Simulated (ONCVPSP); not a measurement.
**sulfur (S): variants of one ONCV potential**

Base potential:

ONCVPSP 4.0.1 input, shortened (lines: element, Z, core and valence counts, functional; n l f; lmax; l rc ep ncon nbas qcut; lloc lpopt rc5 dvloc0; l nproj debl; icmod fcfact rcfact), PBE, scalar-relativistic:

```
  S 16.00    1    4        4      upf
    1    0    2.00
    2    0    2.00
    2    1    6.00
    3    0    1.00
    3    1    5.00
    2
    0    0.80    0.00    5    9   15.10
    1    0.65    0.00    4    8   27.00
    2    0.80    0.23    4    8   13.20
    4    5    0.65    2.00
    0    2    2.40
    1    2    3.80
    2    2    1.50
    3    2.75    1.40
```

All-electron outer shells of the reference configuration (PBE, scalar-relativistic, ld1.x):

```tsv
shell	level (eV)	outermost node (bohr)	outermost maximum (bohr)
1s	-2407.41	–	0.06
2s	-213.15	0.13	0.39
2p	-157.93	–	0.33
3s	-17.93	0.60	1.40
3p	-7.56	0.58	1.59
```

Cutoffs, loose and tight: the cutoffs (Ha) at which the residual kinetic energy of the hardest occupied pseudo-wave falls to 1 and 0.1 mHa per electron. They do not see the model core or the augmentation charge, which bear on the density cutoff. Test errors are all-electron minus pseudo excitation energies from the reference, over the configurations 2s2 2p6 3s2 3p4; 2s2 2p6 3s2 3p3; 2s2 2p6 3s2 3p2; 2s2 2p6 3s1 3p4. A dash means not determined; rows that change the core or the reference have their own tests.

A true bound ghost makes a file unfit for plane-wave use even where its test errors are small: the radial tests pick states by their node count and pass the ghost by.

| change | outcome | cutoff, loose | cutoff, tight | bound ghosts | GHOST(+) flags above zero | largest test error (meV) |
| --- | --- | --- | --- | --- | --- | --- |
| base | generated | 229 Ha | 264 Ha | none | none | +6.8 |
| all radii but the core radius scaled by about 1.28 (s 1.02, p 0.84, d 1.02 bohr); local potential polynomial inside 0.84 bohr (lpopt 5, dvloc0 2 Ha) | generated | 176 Ha | 208 Ha | none | none | +7.0 |
| local potential polynomial inside 0.45 bohr (lpopt 4, dvloc0 0 Ha) | generated | 229 Ha | 264 Ha | none | none | +6.4 |
| reference 2s2 2p6 3s2 3p4 | generated | 229 Ha | 264 Ha | none | none | +160 |
| core correction none | generated | 229 Ha | 264 Ha | none | none | +7.4 |
| p: rc 0.76 | generated | 206 Ha | 241 Ha | none | none | +6.3 |
| s: qcut 14.5 | generated | 229 Ha | 264 Ha | none | none | +6.9 |
| core correction Teter function, fcfact 6.2, rcfact 1.4 | generated | 229 Ha | 264 Ha | none | none | +6.7 |
| fully relativistic | generated | 229 Ha | 264 Ha | none | none | +9.0 |
| s: qcut 13.4; p: qcut 24; d: qcut 11.7 | generated | 206 Ha | 235 Ha | none | none | +7.2 |
| d: rc 0.6; local potential polynomial inside 0.60 bohr (lpopt 5, dvloc0 2 Ha) | generated | 229 Ha | 264 Ha | none | d | +9.7 |

(1) What comes out with this change to the base: core [Ne], valence charge 6; reference 3s2 3p3; waves now 3s: rc 1.30 bohr, ncon 4, nbas 9, qcut 5.6 1/bohr, 2 projectors, debl 3.4 Ha; 3p: rc 1.40 bohr, ncon 4, nbas 8, qcut 5.6 1/bohr, 3 projectors, debl 0.6 Ha; d scattering state at 0.25 Ha: rc 1.15 bohr, ncon 4, nbas 7, qcut 9.7 1/bohr, 1 projector; local potential polynomial inside 1.10 bohr (lpopt 5, dvloc0 0 Ha)?

(2) What comes out with this change to the base: functional LDA (Perdew-Zunger)?

## Answers

(1) outcome: generated, projector energies reset by the program; cutoff, loose: 13 Ha; cutoff, tight: 17 Ha; bound ghosts: p; GHOST(+) flags above zero: s, p; largest test error (meV): +77.

(2) outcome: generated; cutoff, loose: 231 Ha; cutoff, tight: 267 Ha; bound ghosts: none; GHOST(+) flags above zero: none; largest test error (meV): +7.4.
